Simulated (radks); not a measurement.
Spherical quantum dot in the effective-mass picture: electrons in a well V = -V0 / (1 + exp((r - R)/a)) with V0 = 17.3, R = 2.11, a = 0.22, with a point charge +1 (a donor) at the centre, all in effective atomic units (hartree* = m*/eps^2 hartree, bohr* = eps/m* bohr), one dielectric constant everywhere. Method: non-relativistic Kohn-Sham, PBEsol, spin-polarised, spherical densities; computed with a radial shooting solver with Libxc functionals. Levels are named by radial order and angular momentum (1s, 1p, 1d, 2s, ...), and open shells are averaged over m.

N = 2, configuration 1s2. This is the lowest configuration that the search found. Occupied and some empty levels:

level,occupation,eigenvalue (hartree*),<r> (bohr*)
1s,2,-15.878,0.8820
1p,0,-14.254,1.169
1d,0,-12.582,1.329
2s,0,-12.545,1.106

Energy (hartree*): total -33.4933, kinetic 2.5124, external -37.036, Hartree 2.0385, exchange-correlation -1.0077.

Electron density:

r (bohr*),n(r) (e/bohr*^3)
0.135,1.028
0.279,0.7673
0.424,0.5697
0.569,0.4188
0.713,0.3021
0.858,0.2118
1.00,0.1423
1.15,0.09067
1.29,0.05353
1.44,0.02882
1.58,0.01393
1.73,0.005839
1.87,0.002093
